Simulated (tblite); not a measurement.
**Question.** Write a Z-matrix for InChI=1S/C2H7F3NSi2/c1-8(6-7)2(3,4)5/h6,8H,7H2,1H3/t8-/m0/s1 as optimised with GFN2-xTB. (Doublet state.)

**Answer.** 
Z-matrix in Å and degrees, rows numbered from 1:
```
C 
Si  1  1.8888
N   2  1.7155  1  112.82
Si  3  1.7488  2  128.73  1    50.27
C   2  1.9413  1  107.40  3  -113.15
F   5  1.3483  2  112.78  1   -70.99
F   5  1.3501  2  113.45  1    49.48
F   5  1.3526  2  112.60  1   169.27
H   1  1.0866  2  111.48  3   176.09
H   1  1.0851  2  110.59  3   -64.03
H   1  1.0877  2  111.33  3    55.76
H   2  1.4675  1  113.47  3   131.95
H   3  1.0089  2  116.71  1  -132.79
H   4  1.4584  3  107.32  2   142.05
H   4  1.4558  3  106.74  2    16.70
```

Si2 (silicon bonded to 2 C, N and H) is distorted tetrahedral (angles from 103.3° to 114.2°). N3 (nitrogen bonded to 2 Si and H) is planar (angles 128.7°, 116.7° and 114.5°, sum 359.9°, 0.02 Å off the plane of its three neighbours). Of the pairs four or more bonds apart, F8···H13 is among the closest relative to their van der Waals radii: 2.69 Å, 101 % of the sum of Bondi's values. The 2 N–Si bonds span 1.716 Å (Si2–N3, drawn single) to 1.749 Å (N3–Si4, drawn single), a spread of 0.033 Å.

Structure optimised with GFN2-xTB, isolated species. This method treats the open shell by occupation alone, without spin polarisation.

Point group: C1 (no symmetry element, even within 0.4 Å). Its GFN2-xTB frequencies are all real (lowest 20 cm⁻¹). Torsions: C1–Si2–N3–Si4 50°, Si2–N3–Si4–H 142° and 17°. 2 starts were optimised and ended at 0.00 and 0.70 kcal/mol (GFN2-xTB); the lowest of these is shown.

One conformer stands for the species.

These are computed values.
